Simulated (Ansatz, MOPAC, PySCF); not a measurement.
Molecule: C4H2ClO, charge 0, multiplicity 2. SMILES: Clc1[c]occ1
Geometry: optimised at B3LYP-D3(BJ)/def2-TZVP (Ansatz, a first-principles code).

Unscaled harmonic wavenumbers (cm⁻¹) in rising order, each level at the stationary point that it reaches from this structure (no distance between atoms moves by over 0.3 Å); the order of modes can differ between levels, and a negative number is imaginary. B3LYP-D3(BJ)/def2-TZVP (PySCF, at the structure above): 226, 298, 473, 481, 623, 714, 847, 869, 942, 1018, 1108, 1172, 1210, 1347, 1474, 1576, 3257, 3292.

PM3 (MOPAC): 194, 298, 441, 484, 524, 730, 843, 859, 922, 934, 1043, 1170, 1306, 1341, 1431, 1518, 3120, 3155. Zero-point energy 29.0 against 29.9 kcal/mol; where all levels lie over 400 cm⁻¹, the wavenumbers are on average 0.972 times those of B3LYP-D3(BJ)/def2-TZVP.

B3LYP/6-31G* (Ansatz): 229, 298, 457, 479, 615, 704, 838, 863, 934, 1037, 1119, 1187, 1223, 1363, 1490, 1595, 3277, 3313. Zero-point energy 30.0 against 29.9 kcal/mol; where all levels lie over 400 cm⁻¹, the wavenumbers are on average 1.000 times those of B3LYP-D3(BJ)/def2-TZVP.
